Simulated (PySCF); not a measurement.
## How methods differ on the electron affinity of Pd

Pd- [Kr] 4d10 5s1 (2S) → Pd [Kr] 4d10 (1S), as a difference of total energies. All numbers are calculated (PySCF 2.14, a scalar-relativistic core potential, in aug-cc-pVTZ-PP with ECP28MDF). Correlated levels: valence: 4s2 4p6 frozen. The calculations carry no spin-orbit coupling.

Problem. Order these methods by the electron affinity they give, lowest first.
A. CCSD (valence)
B. SCS-MP2 (valence)
C. UHF
D. CCSD(T) (valence)

Solution. C (-0.240 eV), B (0.159 eV), A (0.331 eV), D (0.446 eV).

Errors of the correlated levels include the incompleteness of this basis and the frozen core.

A negative affinity means that the anion lies above the atom at that level of theory.

The coupled-cluster amplitudes are large for Pd- (T1 above 0.03 or a double amplitude above 0.15), so a single reference is strained.

For comparison: 0.562 eV (measured; photodetachment measurements, as compiled on the Wikipedia data page of electron affinities).
